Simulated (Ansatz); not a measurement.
Mulliken charges of BrH₃O₃Zr (`[OH][Zr]([OH])([OH])[Br]`) from B3LYP/def2-TZVPP in Ansatz (PBE0-D4/def2-TZVP geometry).

```json
{"atom": "O1", "x (Å)": "-0.793", "y (Å)": "1.617", "z (Å)": "-0.353", "charge (e)": "-0.517"}
{"atom": "Zr2", "x (Å)": "-0.062", "y (Å)": "-0.026", "z (Å)": "0.290", "charge (e)": "1.359"}
{"atom": "O3", "x (Å)": "-0.840", "y (Å)": "-1.498", "z (Å)": "-0.648", "charge (e)": "-0.517"}
{"atom": "O4", "x (Å)": "1.834", "y (Å)": "-0.033", "z (Å)": "0.054", "charge (e)": "-0.517"}
{"atom": "Br5", "x (Å)": "-0.587", "y (Å)": "-0.253", "z (Å)": "2.767", "charge (e)": "-0.359"}
{"atom": "H6", "x (Å)": "-1.309", "y (Å)": "2.274", "z (Å)": "-0.811", "charge (e)": "0.184"}
{"atom": "H7", "x (Å)": "-0.978", "y (Å)": "-2.290", "z (Å)": "-1.157", "charge (e)": "0.184"}
{"atom": "H8", "x (Å)": "2.735", "y (Å)": "0.209", "z (Å)": "-0.141", "charge (e)": "0.184"}
```

Question: By hand: the dipole of these point charges (1 e Å = 4.8032 D).

Answer: Σ q r = (0.105, 0.047, -0.498) e Å, of length 0.511 e Å = 2.45 D.

Question: How does the dipole of the full density compare? (Estimate.)

Answer: The calculation gave: (0.169, 0.073, -0.796) e Å, 3.92 D; the point charges give 0.63 times that, at 0° from its direction.

Point charges leave out the atoms' own dipoles, such as those of lone pairs, and Mulliken's split depends on the basis, so the two needn't agree.

B3LYP here is the variant with VWN-RPA as its local correlation; programs differ in this.
